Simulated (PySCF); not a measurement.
SMILES c1c(ccc(c1)[SiH3])[SeH] (GFN2-xTB optimised geometry):

```
16

Si     3.145    -0.011     0.000
C      1.258    -0.011     0.000
C      0.546     1.186     0.000
C     -0.835     1.203    -0.015
C     -1.537     0.006    -0.031
Se    -3.452     0.069    -0.046
C     -0.852    -1.200    -0.033
C      0.530    -1.197    -0.018
H      3.615    -1.323     0.447
H      3.618     1.036     0.907
H      3.625     0.258    -1.358
H      1.083     2.124     0.014
H     -1.373     2.142    -0.013
H     -3.618    -1.368    -0.086
H     -1.396    -2.136    -0.046
H      1.055    -2.142    -0.018
```

Computed with PySCF with CAM-B3LYP/def2-TZVP.

### Question
What are the frontier orbital energies and the dipole moment?

### Answer
HOMO-2 -9.61 eV, HOMO-1 -8.86 eV, HOMO -7.51 eV, LUMO 0.34 eV, LUMO+1 0.54 eV; dipole moment 0.61 D.

Meta-Löwdin charges at CAM-B3LYP/def2-TZVP: Si1 0.52, C2 -0.24, C3 -0.10, C4 -0.13, C5 -0.07, Se6 0.04, C7 -0.13, C8 -0.10, H9 -0.10, H10 -0.10, H11 -0.10, H12 0.11, H13 0.12, H14 0.05, H15 0.12, H16 0.12.
